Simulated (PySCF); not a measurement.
Molfile (atoms numbered from 1):
```
C9H9P
     RDKit          3D

 19 20  0  0  0  0  0  0  0  0999 V2000
    3.3582   -0.0771   -0.0743 C   0  0  0  0  0  0  0  0  0  0  0  0
    1.8684   -0.1102   -0.1102 C   0  0  0  0  0  0  0  0  0  0  0  0
    1.0371    0.2822    0.8703 C   0  0  0  0  0  0  0  0  0  0  0  0
   -0.3683    0.1468    0.5680 C   0  0  0  0  0  0  0  0  0  0  0  0
   -1.4454    0.4934    1.3722 C   0  0  0  0  0  0  0  0  0  0  0  0
   -2.7327    0.3176    0.8964 C   0  0  0  0  0  0  0  0  0  0  0  0
   -2.9555   -0.2056   -0.3690 C   0  0  0  0  0  0  0  0  0  0  0  0
   -1.8902   -0.5686   -1.1783 C   0  0  0  0  0  0  0  0  0  0  0  0
   -0.6008   -0.3809   -0.7159 C   0  0  0  0  0  0  0  0  0  0  0  0
    0.9638   -0.8326   -1.5292 P   0  0  0  0  0  0  0  0  0  0  0  0
    3.7122    0.4134    0.8304 H   0  0  0  0  0  0  0  0  0  0  0  0
    3.7503    0.4549   -0.9409 H   0  0  0  0  0  0  0  0  0  0  0  0
    3.7579   -1.0907   -0.1036 H   0  0  0  0  0  0  0  0  0  0  0  0
    1.3709    0.6925    1.8114 H   0  0  0  0  0  0  0  0  0  0  0  0
   -1.2754    0.8967    2.3601 H   0  0  0  0  0  0  0  0  0  0  0  0
   -3.5747    0.5875    1.5172 H   0  0  0  0  0  0  0  0  0  0  0  0
   -3.9670   -0.3377   -0.7238 H   0  0  0  0  0  0  0  0  0  0  0  0
   -2.0633   -0.9876   -2.1594 H   0  0  0  0  0  0  0  0  0  0  0  0
    1.0447    0.3153   -2.3291 H   0  0  0  0  0  0  0  0  0  0  0  0
  1  2  1  0
  2  3  2  0
  3  4  1  0
  4  5  2  0
  5  6  1  0
  6  7  2  0
  7  8  1  0
  8  9  2  0
  9 10  1  0
 10  2  1  0
  9  4  1  0
  1 11  1  0
  1 12  1  0
  1 13  1  0
  3 14  1  0
  5 15  1  0
  6 16  1  0
  7 17  1  0
  8 18  1  0
 10 19  1  0
M  END
```

PySCF 2.14 calculation with GFN2-xTB geometry and PBE0/pcSseg-1 with gauge-including orbitals; relativity neglected, no solvent model, a single conformation, one averaged value for each set of equivalent atoms.

List the cross peaks expected in HSQC, COSY and HMBC spectra.

## Answers



HSQC (one-bond C–H):
```csv
δH,δC
7.97 (H18),135.7 (C8)
7.74 (H15),127.9 (C5)
7.61 (H16),133.1 (C6)
7.42 (H17),129.7 (C7)
7.29 (H14),143.5 (C3)
2.52 (H11/H12/H13),21.9 (C1)
```

COSY cross peaks (H two or three bonds apart, from the bond graph; peaks can be absent where the dihedral angle is near 90°):
```csv
δH,δH
7.97 (H18),7.42 (H17)
7.74 (H15),7.61 (H16)
7.61 (H16),7.42 (H17)
```

HMBC (two and three bonds, from the bond graph):
```csv
δH,δC
7.97 (H18),"153.9 (C4), 147.5 (C9), 133.1 (C6), 129.7 (C7)"
7.74 (H15),"153.9 (C4), 147.5 (C9), 143.5 (C3), 133.1 (C6), 129.7 (C7)"
7.61 (H16),"153.9 (C4), 135.7 (C8), 129.7 (C7), 127.9 (C5)"
7.42 (H17),"147.5 (C9), 135.7 (C8), 133.1 (C6), 127.9 (C5)"
7.29 (H14),"155.8 (C2), 153.9 (C4), 147.5 (C9), 127.9 (C5), 21.9 (C1)"
5.09 (H19),"155.8 (C2), 153.9 (C4), 147.5 (C9), 143.5 (C3), 135.7 (C8), 21.9 (C1)"
2.52 (H11/H12/H13),"155.8 (C2), 143.5 (C3)"
```

δ = σ(ref) − σ, references computed at the same level: ¹H, ¹³C vs TMS.

Short H···H contacts in this conformer between protons four or more bonds apart (candidates for NOE cross peaks, intensity ∝ r⁻⁶): H11···H14 2.55 Å, H14···H15 2.71 Å.

Shifts are as computed. Against solution values, carbons near 30 ppm lie about +3 ppm off and those near 130 ppm about +5 ppm. Of 1211 compounds with measured shifts, 218 miss one by over three times the rms of a fit or turn the order of signals round; such compounds aren't used in these exercises.
